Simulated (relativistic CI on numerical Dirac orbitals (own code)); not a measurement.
# Yb⁴⁴⁺: sensitivity of the levels to the model

Base calculation: Dirac-Coulomb-Breit CI, separate exchange-only KLI orbitals for each configuration, QED by a radiative potential, unscaled Slater integrals.

Configurations in the expansion (outside the closed core [Ne]): 3s²3p⁶3d⁸, 3s²3p⁵3d⁹, 3s²3p⁴3d¹⁰, 3s3p⁶3d⁹, 3p⁶3d¹⁰, 3s3p⁵3d¹⁰, 3s²3p⁶3d⁷4s, 3s²3p⁶3d⁷4p, 3s²3p⁴3d⁹4s, 3s²3p⁶3d⁷4d, 3s²3p⁴3d⁹4p, 3s²3p⁵3d⁸4s, 3s²3p⁶3d⁷4f, 3s²3p⁴3d⁹4d, 3s3p⁵3d⁹4s, 3s²3p⁵3d⁸4p, 3s3p⁵3d⁹4p, 3s²3p⁶3d⁶4s², 3s²3p⁵3d⁸4d, 3s3p⁵3d⁹4d, 3s3p⁶3d⁸4s, 3p⁶3d⁹4s, 3s²3p⁶3d⁶4s4p, 3s²3p⁵3d⁸4f, 3s²3p⁶3d⁷5s, 3p⁶3d⁹4p, 3s3p⁶3d⁸4p, 3s²3p⁶3d⁶4p², 3s²3p⁶3d⁶4s4d, 3s²3p⁶3d⁷5p, 3s²3p⁵3d⁷4s², 3s²3p⁶3d⁷5d, 3p⁶3d⁹4d, 3s²3p⁶3d⁶4p4d, 3s3p⁶3d⁸4d, 3s²3p⁶3d⁷5f. Levels of other configurations are missing.

Variants: (1) configuration mixing switched off; (2) only the first 3 configurations. Shifts of the energy above 3s²3p⁶3d⁸ ³F4, in eV, for the lowest level and the first level of each name with at least 55 % of one term (blank where a level changes its place among those of its configuration and J or its character, or is not in the variant):

| Level | Base | Δ(1) | Δ(2) |
| --- | --- | --- | --- |
| 3s²3p⁶3d⁸ ³F4 | 0.00 | 0.00 | 0.00 |
| 3s²3p⁶3d⁸ ³F3 | 49.30 | -0.02 | -0.02 |
| 3s²3p⁶3d⁸ ³P1 | 62.98 | +0.42 | -0.03 |
| 3s²3p⁶3d⁸ ¹G4 | 63.50 | +0.03 | +0.03 |
| 3s²3p⁶3d⁸ ³F2 | 105.21 | +0.27 | +0.05 |
| 3s²3p⁵3d⁹ ³F°4 | 385.63 | -0.47 | -0.47 |
| 3s²3p⁵3d⁹ ¹D°2 | 394.41 | +0.12 | +0.12 |
| 3s²3p⁵3d⁹ ³D°3 | 408.93 | +0.32 | +0.32 |
| 3s²3p⁵3d⁹ ³D°2 | 449.50 | +0.19 | +0.19 |
| 3s²3p⁵3d⁹ ³P°0 | 456.01 | +0.43 | +0.43 |
| 3s²3p⁵3d⁹ ³F°3 | 458.54 | -0.15 | -0.15 |
| 3s²3p⁵3d⁹ ³F°2 | 674.98 | -0.22 | -0.22 |
| 3s²3p⁴3d¹⁰ ³P2 | 797.10 | +4.75 | +5.27 |
| 3s²3p⁴3d¹⁰ ¹S0 | 819.91 | +0.45 | +2.39 |
| 3s3p⁶3d⁹ ³D3 | 849.39 | +0.92 |  |
| 3s3p⁶3d⁹ ³D2 | 860.49 | -0.05 |  |
| 3s3p⁶3d⁹ ³D1 | 901.31 | +0.91 |  |
| 3s²3p⁴3d¹⁰ ³P1 | 1034.56 | +0.71 | +1.16 |
| 3s²3p⁴3d¹⁰ ¹D2 | 1049.29 | -4.88 | -4.39 |
| 3s3p⁵3d¹⁰ ³P°2 | 1237.87 | -1.35 |  |
| 3s3p⁵3d¹⁰ ¹P°1 | 1270.24 | -2.57 |  |
| 3s²3p⁴3d¹⁰ ³P0 | 1283.78 | +2.03 | +3.09 |

At this charge energies of transitions that change n are usually good to better than 1 %, and those within a shell (Δn = 0) to a few per cent.

Ionisation energy from the two ground configurations alone: base 3676.64 eV. The NIST ASD value (theoretical) is 3677 eV.

LS names give the leading component of a level, which can be under half, so a name can repeat, a term be missing and a line seem to break the LS rules.
